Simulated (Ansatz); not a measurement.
Basis-set extrapolation for C3H6AlN (`N=[CH][Al]1[CH2][CH2]1`) (PBE0-D4/def2-TZVP geometry, frozen core, Ansatz). Multiplicity 1, RHF reference.

|  | def2-TZVPP | def2-QZVPP |
| --- | --- | --- |
| HF | -413.434721 | -413.449318 |
| MP2 correlation | -0.773791 | -0.824447 |
| CCSD(T) correlation | -0.849216 | not run |

Energies in hartree. Use E(X) = E(∞) + A·exp(−7.88·√X) for Hartree–Fock and E(X) = E(∞) + B·X^(−2.97) for correlation, with X = 3 and 4, and add CCSD(T) minus MP2 of the smaller set to the MP2 limit.

Question: What is the CCSD(T) energy at the basis-set limit?

Answer: HF limit: -413.449318 + (-0.014597) × 0.13774 = -413.45133. MP2 limit: -0.824447 + (-0.050656) × 0.74074 = -0.86197. Higher-order term: -0.849216 − (-0.773791) = -0.07542. Total: -414.38872 hartree, 2.85 eV below CCSD(T)/def2-TZVPP.
